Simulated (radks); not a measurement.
Question: Ce19+, configuration [Kr] 4d3. Method: Dirac Kohn-Sham, LB94 model potential, spin-unpolarised, spherical densities, finite nucleus; open shells fill j = l - 1/2 first; Fermi nuclear charge, rms radius 4.8771 fm; computed with a radial shooting solver on a logarithmic mesh with Libxc functionals. Some entries of the table are withheld. Estimate them.

orbital,occ.,eigenvalue (hartree),<r> (bohr),<r^2> (bohr^2)
1s1/2,2,-1503.118,0.02454,0.0008184
2s1/2,2,-256.5629,0.1045,0.01293
2p1/2,2,-243.5609,0.08766,0.009468
2p3/2,4,-226.9743,0.09385,0.01072
3s1/2,2,-69.25226,0.2766,0.08744
3p1/2,2,-63.69747,0.2660,0.08215
3p3/2,4,-60.41163,0.2779,0.08939
3d3/2,4,-50.70813,0.2483,0.07258
3d5/2,6,-49.99287,0.2520,0.07463
4s1/2,2,-26.51118,0.6028,(1)
4p1/2,2,-24.37029,(2),0.4224
4p3/2,4,-23.53545,(3),0.4518
4d3/2,3,-19.96552,0.6461,0.4775
4d5/2,0,-19.79812,0.6524,0.4866
5s1/2,0,-14.02119,1.098,1.344
5p1/2,0,-13.10262,1.128,1.426
5p3/2,0,-12.78292,1.156,1.497

Answer: 
(1) 4s1/2 <r^2> (bohr^2): 0.4084
(2) 4p1/2 <r> (bohr): 0.6111
(3) 4p3/2 <r> (bohr): 0.6324
